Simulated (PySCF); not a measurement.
## Ionising CsPb

PBE0; Cs def2-SVPD with ECP46, Pb def2-SVPD with ECP60; scalar-relativistic core potentials (PySCF 2.14). Neutral (UKS): quartet (σ ↑, π ↑↑), Re = 3.627 Å, ωe = 74.8 cm⁻¹, De = 1.31 eV, HOMO -3.41 eV, LUMO -1.42 eV.

CsPb⁺ (UKS): triplet (σ ↑, π ↑), Re = 4.322 Å, ωe = 35.3 cm⁻¹. The energies at the minima are -213.02129 hartree for CsPb and -212.84021 for CsPb⁺.

Task: Work out the adiabatic ionisation energy, without and with harmonic zero-point energies (1 hartree = 27.2114 eV, 1 eV = 8065.5 cm⁻¹), and the change of the bond length.

Result: At PBE0: 0.18108 hartree = 4.927 eV between the minima; the zero-point term (35.3 − 74.8)/2 cm⁻¹ = -0.002 eV makes it 4.925 eV. Re changes by +69.5 pm against the neutral. The electron leaves a π orbital, and the ion is left as a loose complex of an ion and an atom.

These are scalar-relativistic numbers at best; spin–orbit coupling would shift them, the dissociation energy most. States were picked by a PBE0 search and need not be the measured ground states.
